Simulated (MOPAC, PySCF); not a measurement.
The same groups moved round the core (cyclohexane boryl+vinyl). All species are isolated molecules in the gas phase. One relaxed conformer stands for each flexible species; it need not be the lowest. Strings in code marks are SMILES.

Quantity: electronic energy of isomers of C8H15B relative to `B[C@@H]1CCC[C@H](C=C)C1`, in kcal/mol. Semi-empirical values (MOPAC) are differences of heats of formation.

Level 1: PBE-D3(BJ)/def2-TZVP // PBE-D3(BJ)/def2-SVP (PySCF)
Level 2: PBE/6-31G* // PBE-D3(BJ)/def2-SVP (PySCF)
Level 3: HF/3-21G // PBE-D3(BJ)/def2-SVP (PySCF)
Level 4: PM3 // PBE-D3(BJ)/def2-SVP (MOPAC)

```csv
species,level 1,level 2,level 3,level 4
`B[C@@H]1CCCC[C@@H]1C=C`,0.72,1.15,?,1.61
`B[C@H]1CC[C@H](C=C)CC1`,0.49,0.62,?,0.75
`B[C@@H]1CCCC[C@H]1C=C`,0.53,?,-0.32,?
`B[C@H]1CC[C@@H](C=C)CC1`,1.89,2.28,?,1.93
`B[C@@H]1CCC[C@@H](C=C)C1`,1.71,2.02,2.06,0.92
```

Question: What belongs in the gaps?

Answer: 
- `B[C@@H]1CCCC[C@@H]1C=C`, level 3: 0.61
- `B[C@H]1CC[C@H](C=C)CC1`, level 3: 1.42
- `B[C@@H]1CCCC[C@H]1C=C`, level 2: 0.71
- `B[C@@H]1CCCC[C@H]1C=C`, level 4: 1.12
- `B[C@H]1CC[C@@H](C=C)CC1`, level 3: 2.86
